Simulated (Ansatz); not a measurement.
Basis-set extrapolation for AlFH4SSi, SMILES `F[SiH2][S][AlH2]` (PBE0-D4/def2-TZVP geometry, frozen core, the Gaussian-basis code of Ansatz). Multiplicity 1, RHF reference.

```
                       def2-TZVPP    def2-QZVPP
                 HF  -1030.358091  -1030.390529
    MP2 correlation     -0.625953     -0.682621
CCSD(T) correlation     -0.693392       not run
```

Energies in hartree. Use E(X) = E(∞) + A·exp(−7.88·√X) for Hartree–Fock and E(X) = E(∞) + B·X^(−2.97) for correlation, with X = 3 and 4, and add CCSD(T) minus MP2 of the smaller set to the MP2 limit.

**Question.** What is the CCSD(T) energy at the basis-set limit?

**Answer.** HF limit: -1030.390529 + (-0.032438) × 0.13774 = -1030.39500. MP2 limit: -0.682621 + (-0.056668) × 0.74074 = -0.72460. Higher-order term: -0.693392 − (-0.625953) = -0.06744. Total: -1031.18704 hartree, 355.9 kJ/mol below CCSD(T)/def2-TZVPP.
